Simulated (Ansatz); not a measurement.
Geometry optimisation, RKS B3LYP/def2-SVP in Ansatz.

The input (input.yaml):

```yaml
crystal:
  periodic: [false, false, false]
  atoms:
    - { symbol: Ga, position_ang: [0.0, 0.0, 0.0] }
    - { symbol: Cl, position_ang: [0.0, 0.0, 2.24] }
    - { symbol: "N", position_ang: [1.6714, 0.0, -0.965] }
    - { symbol: H, position_ang: [2.138, -0.9179, -1.2168] }
    - { symbol: H, position_ang: [2.1227, 0.9179, -1.2432] }
    - { symbol: H, position_ang: [-1.3596, 0.0, -0.785] }
basis:
  gaussian: { orbitals: def2-SVP }
hamiltonian:
  xc: b3lyp
relax:
  f_tol: 0.02
  max_steps: 40
output:
  orbitals: {}
```

Launched with:

```bash
$ ansatz run input.yaml --threads 2 --pin off --max-ram 3072MiB --backend cpu --events-out ev --progress --plain --runs-dir out
```

Q: Where does it end, and by what steps?

A: The forces met the threshold. After 13 steps the energy has fallen by 0.752 eV; H4 moved furthest, 1.07 Å.

| step | energy less start (eV) | largest force component (eV/Å) | accepted |
| --- | --- | --- | --- |
| 0 | 0.0000 | 1.899 | yes |
| 1 | -0.2523 | 1.462 | yes |
| 2 | -0.3610 | 0.505 | yes |
| 3 | -0.3841 | 0.257 | yes |
| 4 | -0.4333 | 0.732 | yes |
| 5 | -0.4792 | 1.080 | yes |
| 6 | -0.5819 | 0.931 | yes |
| 7 | -0.6463 | 1.107 | yes |
| 8 | -0.7136 | 0.711 | yes |
| 9 | -0.7501 | 0.175 | yes |
| 10 | -0.7515 | 0.061 | yes |
| 11 | -0.7519 | 0.026 | yes |
| 12 | -0.7520 | 0.027 | yes |
| 13 | -0.7520 | 0.004 | yes |

```xyz
6
Properties=species:S:1:pos:R:3
Ga 0.006 0.051 -0.063
Cl 0.072 -0.592 2.010
N 1.609 0.027 -0.898
H 2.470 -0.262 -0.446
H 1.753 0.295 -1.866
H -1.338 0.481 -0.707
```

The run took 24 s on 2 threads of Arm Neoverse V1 (shared host), peak memory 0.16 GiB.
